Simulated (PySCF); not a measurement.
## `CC[Si@H](C)[SiH2]CCl`: 4 charge schemes on one density

Compound: C₄H₁₃ClSi₂.
Geometry (GFN2-xTB, Å), atoms numbered from 1 in this order:
```
atom  x, y, z in Å
C1    -3.0092   -0.2790   -0.1422
C2    -1.6677   -0.9529    0.1193
Si3   -0.1932    0.2647    0.1733
C4    -0.1925    1.3269   -1.4101
Si5    1.7670   -0.9682    0.3908
C6     3.1364    0.1509    1.1302
Cl7    3.3473    1.5774    0.0793
H8    -3.2145    0.4708    0.6184
H9    -3.0092    0.2123   -1.1122
H10   -3.8204   -1.0059   -0.1314
H11   -1.4944   -1.7073   -0.6509
H12   -1.7232   -1.4934    1.0657
H13   -0.4237    1.1775    1.3164
H14    0.6943    1.9522   -1.4550
H15   -0.2028    0.7091   -2.3048
H16   -1.0570    1.9842   -1.4539
H17    2.3447   -1.4919   -0.8544
H18    1.7184   -2.1134    1.3151
H19    2.8873    0.5316    2.1176
H20    4.1073   -0.3349    1.1859
```

Density: PBE0/pcSseg-1 (PySCF); schemes: Mulliken, IAO, Hirshfeld and ESP-fitted. Isolated species at its GFN2-xTB geometry (one conformer only).

Q: For which atoms does the sign change between the 4 schemes (beyond +0.03 e in one, beyond −0.03 e in another)?

A: C2.

Q: Which atoms carry the highest charge in the Mulliken, IAO, Hirshfeld and ESP-fitted schemes?

A: All schemes agree: Mulliken Si3 (+0.469); IAO Si3 (+0.624); Hirshfeld Si3 (+0.283); ESP-fitted Si3 (+0.397).

Q: Tabulate the Mulliken, IAO, Hirshfeld and ESP-fitted charges.

A: In e:

```
atom                  environment  Mulliken     IAO  Hirshfeld  ESP-fitted
  C1                methyl carbon    -0.281  -0.408     -0.116      -0.188
  C2  sp3 carbon bound to silicon    -0.569  -0.520     -0.158      +0.038
 Si3                  SiH silicon    +0.469  +0.624     +0.283      +0.397
  C4             Si-methyl carbon    -0.612  -0.700     -0.213      -0.666
 Si5                 SiH2 silicon    +0.372  +0.440     +0.232      +0.163
  C6              sp3 C–Cl carbon    -0.488  -0.510     -0.127      -0.326
 Cl7               alkyl chlorine    -0.174  -0.110     -0.059      -0.160
  H8              methyl hydrogen    +0.118  +0.137     +0.039      +0.044
  H9              methyl hydrogen    +0.116  +0.136     +0.039      +0.050
 H10              methyl hydrogen    +0.119  +0.142     +0.041      +0.049
 H11           methylene hydrogen    +0.139  +0.139     +0.035      +0.001
 H12           methylene hydrogen    +0.141  +0.143     +0.035      -0.021
 H13                Si–H hydrogen    -0.040  -0.115     -0.081      -0.112
 H14              methyl hydrogen    +0.155  +0.164     +0.031      +0.188
 H15              methyl hydrogen    +0.137  +0.152     +0.040      +0.156
 H16              methyl hydrogen    +0.142  +0.155     +0.043      +0.170
 H17                Si–H hydrogen    -0.041  -0.098     -0.076      -0.045
 H18                Si–H hydrogen    -0.061  -0.109     -0.080      -0.084
 H19           methylene hydrogen    +0.178  +0.168     +0.045      +0.158
 H20           methylene hydrogen    +0.180  +0.171     +0.048      +0.187
```

Mean size of the charges over all atoms: IAO 0.257 e, Mulliken 0.227 e, ESP-fitted 0.160 e, Hirshfeld 0.091 e. Each set sums to the total charge, 0, to within 0.001 e. The Hirshfeld scheme weights the molecular density at each point by an atom's share of the summed free-atom densities. The ESP scheme fits charges at the nuclei, held to the total charge, to the electrostatic potential on points at 1.4 to 2.0 times the van der Waals radii.

Q: How many electrons does the Hirshfeld scheme count on Si3?

A: Z − q = 14 − (+0.283) = 13.717.

Q: Sum the charges by element, for elements with more than one atom.

A: 
| element | atoms | Mulliken | IAO | Hirshfeld | ESP-fitted |
| --- | --- | --- | --- | --- | --- |
| C | 4 | -1.950 | -2.139 | -0.613 | -1.142 |
| Si | 2 | +0.841 | +1.064 | +0.515 | +0.560 |
| H | 13 | +1.283 | +1.186 | +0.157 | +0.742 |
